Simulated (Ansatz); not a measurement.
Gas-phase electronic energies from Ansatz, PBE0-D4/def2-TZVP geometries. CCSD(T)/CBS is the MP2 limit (def2-TZVPP, def2-QZVPP) plus CCSD(T) − MP2 in def2-TZVPP, frozen cores. Elements past krypton have def2 core potentials. For Mg, Sn outer-core shells are correlated without core-valence functions, which leaves a few kJ/mol of doubt a bond. Each species was taken in one conformer, which may not be the lowest.

Consider the redistribution: `[Cl][SnH]([Cl])[Cl]` + `[NH2][MgH]` → `[Cl][SnH2][Cl]` + `[NH2][Mg][Cl]`.

| species | CCSD(T)/def2-TZVPP energy (Eh) |
| --- | --- |
| `[Cl][SnH]([Cl])[Cl]` | -1593.56820 |
| `[NH2][MgH]` | -256.28981 |
| `[Cl][SnH2][Cl]` | -1134.38686 |
| `[NH2][Mg][Cl]` | -715.51602 |

Question: Work out ΔE.

Answer: ΔE = (-1134.38686) + (-715.51602) − (-1593.56820) − (-256.28981) = -0.04487 Eh = -1.22 eV. CCSD(T)/CBS gives -1.21 eV.

Largest T1 diagnostic among the species: 0.011.

From r2SCAN to r2SCAN0 (25 % exact exchange), in def2-TZVPP and without D4, ΔE moves by −0.04 eV. At CCSD(T), def2-SVP lies −0.10 eV from the extrapolated value and def2-TZVPP −0.01 eV. Leaving LDA and LC-ωPBE aside and taking each functional with its dispersion term where it has one, the values, not all of them listed here, spread over 0.23 eV, from r2SCAN0-D4 to B97M-V.
